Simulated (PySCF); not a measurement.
Identify the unknown among the candidates.

All candidates are C9H13N.

| technique | computed result |
| --- | --- |
| Dipole | 2.48 D [PBE0/pcSseg-1] |
| 1H NMR | chemical shifts (computed TMS as zero) by class: 9.17 (1 H), 8.82 (1 H), 7.75 (1 H), 7.37 (1 H), 1.37 (9 H) ppm [GIAO PBE0/pcSseg-1] |
| NMR, other nuclei | isotropic shieldings of nuclei other than C and H, by class: -92 (1 N) ppm [GIAO PBE0/pcSseg-1] |
| 13C NMR | chemical shifts (computed TMS as zero) by class: 155.5 (1 C), 152.7 (1 C), 150.7 (1 C), 136.3 (1 C), 127.9 (1 C), 35.4 (1 C), 32.9 (3 C) ppm [GIAO PBE0/pcSseg-1] |
| Rotational structure | rotational constants A, B, C: 2.617, 0.974, 0.840 GHz [GFN2-xTB] |

Gas-phase values; electronic properties from PySCF, density fitting. Levels stand in brackets. Geometry: GFN2-xTB; no solvent, vibrations or thermal averaging. Each NMR value is the plain mean over a class of atoms that symmetry, rotation or inversion makes alike.

**Question.** Which candidate is it?
A. `CC(C)(C)c1ccncc1`
B. `CC(C)(C)c1cccnc1`
C. `N#C[C@@H]1[C@@H]2CCC[C@H]1CC2`

**Answer.** B. It is `CC(C)(C)c1cccnc1`. Numbering: `[CH3:1][C:2]([CH3:3])([CH3:4])[c:5]1[cH:6][cH:7][cH:8][n:9][cH:10]1`. Its formula, C9H13N, gives 4 degrees of unsaturation: 1 ring and 3 π bonds in the structure found (Kekulé form). 9 carbons fall into 7 classes; from least to most shielded: aromatic CH next to a ring nitrogen [C10] (155.5 ppm), aromatic CH next to a ring nitrogen [C8] (152.7 ppm), substituted aromatic carbon [C5] (150.7 ppm), aromatic CH carbon [C6] (136.3 ppm), aromatic CH carbon [C7] (127.9 ppm), benzylic-type carbon [C2] (35.4 ppm), methyl carbon [C1/C3/C4] (32.9 ppm, 3 C, up to 4.3 ppm apart in this geometry). Hydrogen classes from least to most shielded: 1 H on an aromatic CH next to a ring nitrogen, C10 (9.17 ppm), 1 H on an aromatic CH next to a ring nitrogen, C8 (8.82 ppm), 1 H on an aromatic CH carbon, C6 (7.75 ppm), 1 H on an aromatic CH carbon, C7 (7.37 ppm), 9 H on 3 methyl carbons, C1/C3/C4 (1.37 ppm, a mean of values up to 0.6 ppm apart in this geometry). The other shieldings belong to: -92 ppm, pyridine-type nitrogen [N9]. The optimised geometry has point group Cs and is an asymmetric top.

The others, at the same levels:
- `N#C[C@@H]1[C@@H]2CCC[C@H]1CC2` fails: it has 6 carbon classes against 7; its computed 13C shifts are 125.6 (1 C), 42.2 (2 C), 37.0 (1 C), 31.5 (2 C), 30.8 (2 C), 21.3 (1 C) ppm, 1H shifts are 2.39 (1 H), 2.23 (2 H), 2.17 (2 H), 1.87 (2 H), 1.61 (2 H), 1.55 (1 H), 1.44 (1 H), 1.34 (2 H) ppm and rotational constant A is 2.036 GHz (against 2.617 GHz).
- `CC(C)(C)c1ccncc1` fails: it has 5 carbon classes against 7; its computed 13C shifts are 165.1 (1 C), 155.9 (2 C), 125.3 (2 C), 36.6 (1 C), 32.7 (3 C) ppm, 1H shifts are 8.92 (2 H), 7.37 (2 H), 1.34 (9 H) ppm and dipole moment is 2.89 D (against 2.48 D).

Each candidate is one conformer, not necessarily the lowest. The conformers computed, where there is a choice (atom-mapped SMILES and torsion angles):
- `[CH3:1][C:2]([CH3:3])([CH3:4])[c:5]1[cH:6][cH:7][cH:8][n:9][cH:10]1`: C1–C2–C5–C6 0°
- `[CH3:1][C:2]([CH3:3])([CH3:4])[c:5]1[cH:6][cH:7][n:8][cH:9][cH:10]1`: C1–C2–C5–C6 0°

The conformers of `N#C[C@@H]1[C@@H]2CCC[C@H]1CC2` aren't listed.
